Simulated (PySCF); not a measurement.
# How the method changes the constants of BiB⁺

State: ⁴Σ⁻ (quartet), unpaired electrons σ ↑, π ↑↑. Set-up: Bi def2-SVPD with ECP60, B def2-SVPD; scalar-relativistic core potentials (PySCF 2.14). De refers to Bi⁺ + B in their high-spin ground configurations, without counterpoise correction. The functionals are run spin-unrestricted. A positive dipole points towards B; it is taken about the centre of mass and depends on that origin.

```json
{"Level": "UHF", "Re (Å)": "2.408", "ωe (cm⁻¹)": "309", "De (eV)": "n/a", "μ (D)": "3.66", "CPU s a point (SCF and correlation, without the integrals)": "0.13"}
{"Level": "UHF-MP2", "Re (Å)": "2.254", "ωe (cm⁻¹)": "492", "De (eV)": "n/a", "μ (D)": "n/a", "CPU s a point (SCF and correlation, without the integrals)": "0.24"}
{"Level": "UHF-SCS-MP2", "Re (Å)": "2.300", "ωe (cm⁻¹)": "427", "De (eV)": "n/a", "μ (D)": "n/a", "CPU s a point (SCF and correlation, without the integrals)": "n/a"}
{"Level": "UHF-CCSD", "Re (Å)": "2.339", "ωe (cm⁻¹)": "408", "De (eV)": "n/a", "μ (D)": "n/a", "CPU s a point (SCF and correlation, without the integrals)": "n/a"}
{"Level": "UHF-CCSD(T)", "Re (Å)": "2.329", "ωe (cm⁻¹)": "431", "De (eV)": "n/a", "μ (D)": "n/a", "CPU s a point (SCF and correlation, without the integrals)": "7.1"}
{"Level": "PBE", "Re (Å)": "2.294", "ωe (cm⁻¹)": "486", "De (eV)": "n/a", "μ (D)": "1.78", "CPU s a point (SCF and correlation, without the integrals)": "0.61"}
{"Level": "revPBE", "Re (Å)": "2.309", "ωe (cm⁻¹)": "471", "De (eV)": "n/a", "μ (D)": "1.81", "CPU s a point (SCF and correlation, without the integrals)": "0.45"}
{"Level": "r²SCAN", "Re (Å)": "2.280", "ωe (cm⁻¹)": "499", "De (eV)": "n/a", "μ (D)": "2.05", "CPU s a point (SCF and correlation, without the integrals)": "0.92"}
{"Level": "M06-L", "Re (Å)": "2.261", "ωe (cm⁻¹)": "533", "De (eV)": "n/a", "μ (D)": "1.40", "CPU s a point (SCF and correlation, without the integrals)": "0.95"}
{"Level": "PBE0", "Re (Å)": "2.274", "ωe (cm⁻¹)": "492", "De (eV)": "n/a", "μ (D)": "1.99", "CPU s a point (SCF and correlation, without the integrals)": "0.91"}
{"Level": "MN15", "Re (Å)": "2.281", "ωe (cm⁻¹)": "462", "De (eV)": "n/a", "μ (D)": "2.36", "CPU s a point (SCF and correlation, without the integrals)": "1"}
```

The bond length runs from 2.254 Å (UHF-MP2) to 2.408 Å (UHF).

Correlated steps freeze 5 core orbitals. These are scalar-relativistic numbers at best; spin–orbit coupling would shift them, the dissociation energy most. The state is the lowest determinant that a PBE0 search found; another state may lie lower at other levels.

The whole job (state search and all levels along the bond) took about 2.7 min on 1 thread of Arm Neoverse V2 (shared host), peak memory 0.61 GiB.
